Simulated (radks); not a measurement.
Isoelectronic series with 8 electrons, all held in the configuration [He] 2s2 2p4, which need not be the ground one along the series. Calculated with a radial shooting solver on a logarithmic mesh with Libxc functionals: Dirac Kohn-Sham, PBE, spin-unpolarised, spherical densities, finite nucleus; open shells fill j = l - 1/2 first; Fermi nuclear charge, rms radius of each element as measured or else 0.836 A^(1/3) + 0.57 fm. Total energies (hartree) and mean radii <r> (bohr):

ion,E (hartree),2p3/2,2p1/2,2s1/2,1s1/2
F+,-99.03362,0.9839,0.9822,0.9615,0.1763
Si6+,-272.21993,0.4858,0.4841,0.5325,0.1111
K11+,-534.15996,0.3254,0.3233,0.3672,0.08086
Cr16+,-885.86549,0.2449,0.2424,0.2795,0.06340
Cu21+,-1328.77971,0.1963,0.1933,0.2251,0.05202
Se26+,-1864.77060,0.1637,0.1603,0.1879,0.04399
Ru36+,-3225.81476,0.1228,0.1184,0.1402,0.03337
Xe46+,-4994.23864,0.09795,0.09262,0.1105,0.02661
Pr51+,-6042.0147,0.08887,0.08303,0.09949,0.02405

Estimate the row of In41+.

Answer. E (hartree) -4057.13913; 2p3/2 0.1090; 2p1/2 0.1042; 2s1/2 0.1238; 1s1/2 0.02965.
